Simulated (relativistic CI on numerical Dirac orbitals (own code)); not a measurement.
Line list: Electric-dipole lines, Os3+

These numbers are calculated, not measured: Dirac-Coulomb-Breit CI, orbitals from a KLI potential per configuration, model QED (radiative potential, 1s self-energy scaled to tabulated hydrogen-like ionisation energies), valence Slater integrals scaled by 0.85, P86 correlation energy added to each configuration (own radial code, finite nucleus).

CI space (outside the closed core [Kr] 4d10 4f14 5s2): 5p6 5d5, 5p6 5d4 6s, 5p6 5d4 6p, 5p6 5d4 5f, 5p6 5d4 5g, 5p6 5d3 6s 6p, 5p6 5d4 6d, 5p6 5d4 7s, 5p6 5d4 7p, 5p6 5d4 8s, 5p6 5d4 7d, 5p5 5d6, 5p6 5d4 6f, 5p6 5d4 8p, 5p6 5d4 8d, 5p6 5d3 5f 6s, 5p6 5d3 6p 7s, 5p6 5d3 6s2, 5p6 5d2 6s2 6p, 5p6 5d2 5f 6s2, 5p6 5d2 5g 6s2, 5p6 5d2 6s2 6d, 5p6 5d2 6s2 7s, 5p6 5d3 6p2, 5p6 5d2 6s 6p2, 5p6 5d2 6p3, 5p6 5d2 5f 6p2, 5p6 5d2 5g 6p2, 5p6 5d2 6p2 6d, 5p6 5d2 6p2 7s, 5p6 5d3 6s 7s, 5p6 5d2 6s 6p 7s, 5p6 5d2 5f 6s 7s, 5p6 5d2 5g 6s 7s, 5p6 5d2 6s 6d 7s, 5p6 5d2 6s 7s2. Double excitations out of closed p, d and f shells are left out; levels of such configurations are missing from the list, as are those of other unlisted configurations, and high levels can miss mixing partners.

```tsv
λ vac (nm)	Lower	Upper	A (s⁻¹)	gf	Branching (%)
79.557	5p6 5d5 6S_5/2 [1]	5p6 5d4 6p 6P°_5/2 [112]	9.25e+08	5.26e-01	38.4
80.248	5p6 5d5 2I_13/2 [16]	5p6 5d4 6p 2H°_11/2 [229]	1.49e+09	1.73e+00	44.2
81.107	5p6 5d5 4G_9/2 [7]	5p6 5d4 6p 4G°_9/2 [173]	1.40e+09	1.38e+00	42.7
81.249	5p6 5d5 6S_5/2 [1]	5p6 5d4 6p 6P°_3/2 [108]	1.90e+09	7.54e-01	53.3
82.042	5p6 5d5 6S_5/2 [1]	5p6 5d4 6p 6P°_7/2 [107]	1.86e+09	1.50e+00	64.0
82.996	5p6 5d5 4G_11/2 [6]	5p6 5d4 6p 4G°_11/2 [155]	1.33e+09	1.65e+00	50.1
83.014	5p6 5d5 2I_13/2 [16]	5p6 5d4 6p 2H°_11/2 [208]	3.35e+09	4.15e+00	69.3
83.336	5p6 5d5 2I_11/2 [13]	5p6 5d4 6p 4G°_11/2 [200]	1.04e+09	1.30e+00	38.7
83.534	5p6 5d5 2I_11/2 [13]	5p6 5d4 6p 2H°_9/2 [197]	2.69e+09	2.82e+00	60.7
83.640	5p6 5d5 6S_5/2 [1]	5p6 5d4 6p 6P°_5/2 [104]	1.17e+09	7.33e-01	53.2
84.095	5p6 5d5 4G_7/2 [3]	5p6 5d4 6p 4D°_7/2 [149]	9.39e+08	7.96e-01	28.7
84.891	5p6 5d5 4G_11/2 [6]	5p6 5d4 6p 4F°_9/2 [148]	9.26e+08	1.00e+00	39.6
85.122	5p6 5d5 2I_11/2 [13]	5p6 5d4 6p 2I°_11/2 [185]	1.23e+09	1.61e+00	46.4
85.421	5p6 5d5 4G_5/2 [2]	5p6 5d4 6p 4F°_3/2 [131]	1.81e+09	7.93e-01	57.4
85.542	5p6 5d5 4G_11/2 [6]	5p6 5d4 6p 4F°_9/2 [145]	1.26e+09	1.38e+00	42.7
86.399	5p6 5d5 2I_13/2 [16]	5p6 5d4 6p 2I°_13/2 [189]	1.60e+09	2.51e+00	61.8
86.597	5p6 5d5 4G_11/2 [6]	5p6 5d4 6p 4G°_11/2 [142]	9.37e+08	1.26e+00	38.7
135.45	5p6 5d4 6s 6D_7/2 [35]	5p6 5d4 6p 6F°_9/2 [121]	9.98e+08	2.74e+00	70.8
140.40	5p6 5d4 6s 4H_13/2 [52]	5p6 5d4 6p 4I°_15/2 [179]	1.34e+09	6.33e+00	98.0
142.80	5p6 5d4 6s 2I_13/2 [70]	5p6 5d4 6p 2K°_15/2 [231]	1.25e+09	6.09e+00	89.8
```

Terms are leading LS components. Brackets give the number of a level in order of energy, since labels repeat. The list gives strong lines, with weight on those to low levels, without lines whose two gauges differ by over a factor of 2.5, among the lowest 400 of 9340 levels, so that lines to higher ones, which can be the strongest, are missing, and without lines across small gaps between configurations, and without 14 lines that miss the measured interval by over 3.5 %, start from a term whose rates miss tabulated ones by over 60 %, have gauges far apart or, lacking measured levels, span too small a gap for the errors found; lines with a level outside our table were not tested and can miss by more. Levels whose partners in the same complex of configurations lie outside the list can be far off, and so can their lines. Rates are taken at the computed energies, electric ones in the length gauge.

For a near-neutral ion this model can misplace configurations by up to about 10,000 cm⁻¹ (more where the count of f electrons changes) and terms by 10 to 25 % of their spread. Rates follow the energies as ν³ (E1, M1) or ν⁵ (E2), so they and the lifetimes can be off by large factors. The fine structure of a lone outer electron comes out too small, for d and f at times inverted, and misplaced configurations move strength between like terms.

LS names give the leading component of a level, which can be under half, so a name can repeat, a term be missing and a line seem to break the LS rules.
